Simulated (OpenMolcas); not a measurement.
Multiplet structure of As+

| Item | Value |
| --- | --- |
| Program | OpenMolcas |
| Method | XMS-RASPT2, IPEA 0.25 Eh, imaginary shift 0.1 Eh (closed shells correlated: 3d) |
| Basis | ANO-RCC-VTZP [6s5p3d1f] |
| Scalar Hamiltonian | DKH2, point nucleus |
| Active space | 4 electrons in 9 orbitals (RAS2 4s 4p; RAS3 4d, at most 2 electrons) |
| State averaging | 2S+1 = 3 even, 6 roots; 2S+1 = 1 even, 6 roots; 2S+1 = 5 odd, 1 root; 2S+1 = 3 odd, 8 roots; 2S+1 = 1 odd, 8 roots |
| Spin-orbit coupling | state interaction with AMFI integrals over the reference wave functions, term energies averaged over their components |

Spin-free terms above the lowest, with the occupations of the reference:

```csv
Configuration,Term,E (cm-1),Occupations
4s2 4p2,3P,0.0,4s 1.94 4p 2.02 4d 0.04
4s2 4p2,1D,8370,4s 1.95 4p 2.01 4d 0.04
4s2 4p2,1S,21390,4s 1.91 4p 2.05 4d 0.04
4s 4p3,5S*,49490,4s 1.00 4p 2.98 4d 0.02
4s 4p3,3D*,70670,4s 1.18 4p 2.60 4d 0.22
4s 4p3,3P*,82240,4s 1.21 4p 2.52 4d 0.27
```

With spin-orbit coupling, above the lowest level:

```tsv
Configuration	Term	J	E (cm-1)	Measured (cm-1)	g	Term weight %
4s2 4p2	3P	0	0.0	0.0		99
4s2 4p2	3P	1	951	1063	1.501	100
4s2 4p2	3P	2	2320	2541	1.492	98
4s2 4p2	1D	2	10220	10096	1.009	98
4s2 4p2	1S	0	23290	22599		99
4s 4p3	5S*	2	51140	54817	2.001	100
4s 4p3	3D*	1	72170	73750	0.505	99
4s 4p3	3D*	2	72220	73862	1.171	99
4s 4p3	3D*	3	72450	74244	1.334	100
4s 4p3	3P*	2	83750		1.425	84
4s 4p3	3P*	0	84060			100
4s 4p3	3P*	1	84070		1.495	99
```

Against the 8 measured excited levels shown (NIST Handbook of Basic Atomic Spectroscopic Data) the mean absolute deviation is 1200 cm-1; the largest miss in energy is 4s 4p3 5S* 2: computed 51140, measured 54817 cm-1 (-6.7 %), and the largest in proportion 4s2 4p2 3P1 (-10.6 %).

Spin-orbit coupling puts the lowest level 1708 cm-1 below the lowest spin-free term.

For 3P the intervals divided by the larger J are 950.7, 686.8 cm-1. Landé's interval rule makes them equal in pure LS coupling; they differ by 32 % of their mean. The multiplet is regular.

CASPT2 does not keep the components of a term degenerate, so their means are used; among the terms shown or strongly mixed into the levels shown the widest spread is 27 cm-1 (4s2 4p2 3P). The run also gave levels led by 4s 4p2 4d, 4s2 4p 4d, which use shells meant for correlation; these and all levels above them are left out. Some terms mix strongly with configurations of 4d, whose occupation reaches 0.27 (4s 4p3 3D*, 4s 4p3 3P*). Measured partners are found by configuration, term and J. A level has none where our copy of the source lacks it or the pairing is in doubt (some pairs that miss far off the trend of their configuration count as doubtful), and it then counts in no deviation. Levels of configurations outside the active space are missing. The first state left out of the spin-orbit step lies near 120000 cm-1 above the lowest spin-free state of the reference (among the parities and spins computed), and the list stops at four fifths of that energy or lower.

The term weight is that of the spin-free term in the level, not the purity of its configuration. * marks odd parity.
